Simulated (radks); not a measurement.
The numbers below are computed, except where a source is named.
Spherical jellium clusters: N electrons in a uniform positive sphere of charge N and radius rs N^(1/3), rs = 2.49 bohr. Level of theory: non-relativistic Kohn-Sham, PBEsol, spin-polarised, spherical densities (a radial shooting solver with Libxc functionals). Levels are named by radial order and angular momentum (1s, 1p, 1d, 2s, ...), and open shells are averaged over m.

N = 10, configuration 1s2 1p6 1d(up 2, down 0). This is the lowest configuration that the search found. Occupied and some empty levels:

level,occupation,eigenvalue (eV),<r> (bohr)
1s up,1,-8.4201,3.548
1s down,1,-8.2054,3.427
1p up,3,-5.6315,4.478
1p down,3,-5.2235,4.394
1d up,2,-2.5633,5.454
2s up,0,-2.1483,5.787
1d down,0,-2.0516,5.451
2s down,0,-1.8091,5.838

Energy (eV): total -9.87778, kinetic 38.592, external -577.02, Hartree 275.24, exchange-correlation -51.033, background 304.35.
